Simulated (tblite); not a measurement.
C4H8F3OP.
Numbering: `[CH3:1][CH2:2][P@:3]([CH3:4])(=[O:5])[C:6]([F:7])([F:8])[F:9]` (hydrogens: H10, H11, H12 on C1; H13, H14 on C2; H15, H16, H17 on C4)

Computed with GFN2-xTB (tblite), gas phase: L-BFGS steps from a force-field or distance-geometry start until the largest atomic force falls under 0.01 eV/Å.

Step 9: E = -911.1598 eV
```
atom  x, y, z in Å  |  force x, y, z in eV/Å
C1      2.0813    0.7843    0.3537   -0.007  -0.023   0.012
C2      1.1803   -0.2536   -0.3020    0.065   0.023  -0.024
P3     -0.4361   -0.2436    0.5648    0.047   0.078  -0.066
C4     -1.3384    1.2383   -0.0010   -0.034   0.035  -0.015
O5     -0.4259   -0.4899    2.0047   -0.013  -0.033  -0.077
C6     -1.3362   -1.6021   -0.3950   -0.012   0.011   0.016
F7     -1.3422   -1.3685   -1.7176   -0.013   0.000  -0.039
F8     -0.7576   -2.7916   -0.2182    0.013  -0.024   0.031
F9     -2.6112   -1.7040   -0.0154   -0.048  -0.011   0.029
H10     3.0685    0.7978   -0.1081   -0.082  -0.027   0.058
H11     1.6437    1.7781    0.2690    0.048  -0.013  -0.025
H12     2.1815    0.5497    1.4115    0.058   0.024   0.006
H13     1.6067   -1.2556   -0.2088    0.028  -0.005   0.043
H14     1.0280   -0.0386   -1.3603    0.006  -0.006  -0.016
H15    -1.3043    1.3311   -1.0842   -0.006   0.013   0.033
H16    -0.8714    2.1062    0.4649   -0.066  -0.040  -0.010
H17    -2.3736    1.1740    0.3322    0.017  -0.003   0.044
```

Step 10: E = -911.1610 eV
```
atom  x, y, z in Å  |  force x, y, z in eV/Å
C1      2.0819    0.7838    0.3538   -0.010  -0.003   0.025
C2      1.1822   -0.2533   -0.3022    0.034   0.002  -0.024
P3     -0.4351   -0.2415    0.5629    0.019   0.005  -0.023
C4     -1.3390    1.2397   -0.0003   -0.028   0.005  -0.015
O5     -0.4260   -0.4901    2.0028   -0.007  -0.019  -0.099
C6     -1.3376   -1.6036   -0.3958   -0.005   0.023   0.010
F7     -1.3432   -1.3696   -1.7198   -0.022  -0.023   0.016
F8     -0.7575   -2.7936   -0.2177   -0.020   0.031   0.017
F9     -2.6136   -1.7050   -0.0146    0.015  -0.010   0.003
H10     3.0684    0.7984   -0.1059   -0.034  -0.033   0.029
H11     1.6456    1.7776    0.2681    0.031   0.003  -0.021
H12     2.1831    0.5503    1.4114    0.047   0.017   0.022
H13     1.6079   -1.2555   -0.2080    0.025  -0.005   0.042
H14     1.0285   -0.0396   -1.3601    0.017   0.000  -0.031
H15    -1.3048    1.3317   -1.0820   -0.011   0.020  -0.019
H16    -0.8750    2.1079    0.4641   -0.033  -0.001   0.017
H17    -2.3729    1.1744    0.3335   -0.017  -0.013   0.051
```

Step 11: E = -911.1617 eV
```
atom  x, y, z in Å  |  force x, y, z in eV/Å
C1      2.0819    0.7834    0.3544   -0.006   0.010   0.027
C2      1.1839   -0.2531   -0.3029    0.004  -0.013  -0.018
P3     -0.4341   -0.2400    0.5608   -0.006  -0.035  -0.013
C4     -1.3399    1.2405   -0.0002   -0.020  -0.010  -0.011
O5     -0.4262   -0.4908    2.0002   -0.001  -0.012  -0.083
C6     -1.3384   -1.6038   -0.3959   -0.003   0.023   0.000
F7     -1.3441   -1.3704   -1.7207   -0.027  -0.032   0.036
F8     -0.7577   -2.7941   -0.2169   -0.030   0.055   0.012
F9     -2.6147   -1.7056   -0.0140    0.042  -0.004  -0.007
H10     3.0674    0.7980   -0.1042    0.011  -0.033   0.006
H11     1.6473    1.7773    0.2672    0.017   0.016  -0.015
H12     2.1849    0.5509    1.4117    0.032   0.011   0.031
H13     1.6090   -1.2556   -0.2068    0.021  -0.002   0.035
H14     1.0291   -0.0400   -1.3607    0.030   0.001  -0.033
H15    -1.3053    1.3324   -1.0812   -0.019   0.026  -0.043
H16    -0.8775    2.1085    0.4640   -0.014   0.021   0.029
H17    -2.3727    1.1744    0.3351   -0.032  -0.020   0.048
```

Step 12: E = -911.1627 eV
```
atom  x, y, z in Å  |  force x, y, z in eV/Å
C1      2.0820    0.7831    0.3556    0.005   0.018   0.019
C2      1.1863   -0.2532   -0.3040   -0.027  -0.024  -0.005
P3     -0.4331   -0.2387    0.5572   -0.032  -0.055  -0.012
C4     -1.3415    1.2415   -0.0003   -0.011  -0.017  -0.006
O5     -0.4264   -0.4920    1.9957    0.008  -0.010  -0.038
C6     -1.3395   -1.6037   -0.3961   -0.001   0.017  -0.014
F7     -1.3459   -1.3722   -1.7214   -0.030  -0.035   0.036
F8     -0.7585   -2.7938   -0.2157   -0.026   0.062   0.010
F9     -2.6155   -1.7066   -0.0134    0.050   0.007  -0.008
H10     3.0666    0.7968   -0.1017    0.059  -0.032  -0.019
H11     1.6499    1.7774    0.2657    0.001   0.026  -0.005
H12     2.1879    0.5521    1.4129    0.006   0.006   0.033
H13     1.6110   -1.2557   -0.2043    0.014   0.005   0.023
H14     1.0305   -0.0407   -1.3620    0.049  -0.001  -0.026
H15    -1.3064    1.3339   -1.0809   -0.033   0.032  -0.053
H16    -0.8813    2.1099    0.4643    0.003   0.030   0.033
H17    -2.3732    1.1739    0.3383   -0.034  -0.029   0.033
```

**Question.** Estimate the geometry and energy of step 13. (The exact step hangs on the optimiser's Hessian estimate; all steps are aligned on step 12, rigid shifts and turns removed.)

**Answer.** E = -911.1637 eV, largest force 0.091 eV/Å
```
atom  x, y, z in Å  |  force x, y, z in eV/Å
C1      2.0824    0.7829    0.3570    0.019   0.018   0.002
C2      1.1883   -0.2536   -0.3051   -0.039  -0.019   0.009
P3     -0.4325   -0.2382    0.5530   -0.042  -0.040  -0.010
C4     -1.3433    1.2426   -0.0004   -0.006  -0.011  -0.005
O5     -0.4265   -0.4934    1.9904    0.012  -0.014   0.013
C6     -1.3407   -1.6033   -0.3966   -0.001   0.009  -0.022
F7     -1.3486   -1.3751   -1.7218   -0.030  -0.029   0.011
F8     -0.7599   -2.7928   -0.2142   -0.007   0.047   0.013
F9     -2.6158   -1.7076   -0.0128    0.032   0.020   0.000
H10     3.0671    0.7952   -0.0993    0.080  -0.029  -0.033
H11     1.6528    1.7779    0.2640   -0.009   0.024   0.007
H12     2.1912    0.5534    1.4146   -0.022   0.004   0.021
H13     1.6134   -1.2558   -0.2014    0.005   0.011   0.010
H14     1.0331   -0.0416   -1.3637    0.067  -0.005  -0.013
H15    -1.3082    1.3362   -1.0812   -0.049   0.035  -0.041
H16    -0.8856    2.1123    0.4652    0.011   0.015   0.026
H17    -2.3742    1.1729    0.3424   -0.021  -0.035   0.011
```

The energy changes by -0.0009 eV. The first-order estimate −F·Δx gives -0.0013 eV and the mean of the old and new forces, exact on a quadratic surface, -0.0010 eV. The step makes an angle of 62° with the force vector and moves no atom by more than 0.006 Å.
